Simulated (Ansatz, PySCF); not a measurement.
Species: I2 (charge -1, doublet). SMILES: [I-]I
Structure (B3LYP-D3(BJ)/def2-TZVP (Ansatz, a quantum-chemistry and plane-wave program) minimum search):
```xyz
2

I      0.0000     0.0000    -1.6652
I      0.0000     0.0000     1.6652
```
Charge -1, spin multiplicity 2.

Quantity: vertical ionisation energy (to the singlet state of charge +0; each state is the SCF solution reached for its spin; for the singlet the Hartree-Fock reference is unstable and T1 is 0.012), in eV. Valence correlation only, unless marked. Open shells are spin-unrestricted. Spin-orbit coupling is left out. The frozen core is the preceding noble-gas configuration, with the filled d and f shells of earlier blocks. In def2 rows, elements after Kr have scalar-relativistic effective core potentials. Anions need diffuse functions: def2-D sets add few. CBS(X,Y): correlation extrapolated as X^-3; Hartree-Fock from the larger set.

```
level                                 program  vertical ionisation energy (eV)  minus last row
------------------------------------  -------  -------------------------------  --------------
SVWN5/def2-TZVPD                       Ansatz                             3.72            0.14
PBE0/def2-TZVPD                        Ansatz                             3.81            0.23
BHLYP/def2-TZVPD                       Ansatz                             3.88            0.30
CAM-B3LYP/def2-TZVPD                   Ansatz                             3.92            0.34
wB97X-V/def2-TZVPD                     Ansatz                             3.94            0.36
CCSD/def2-QZVPPD                       Ansatz                             3.59            0.01
CCSD/CBS(def2-TZVPPD,def2-QZVPPD)      Ansatz                             3.68            0.10
CCSD(T)/def2-TZVPPD                    Ansatz                             3.35           -0.23
CCSD(T)/def2-QZVPPD                    Ansatz                             3.47           -0.11
CCSD(T)/CBS(def2-TZVPPD,def2-QZVPPD)   Ansatz                             3.58            0.00
```

For comparison, minus the highest occupied orbital energy (PySCF): 0.94 eV at TPSS/def2-TZVPD, 1.68 eV at B3LYP/def2-TZVPD, 4.45 eV at HF/def2-TZVPD.
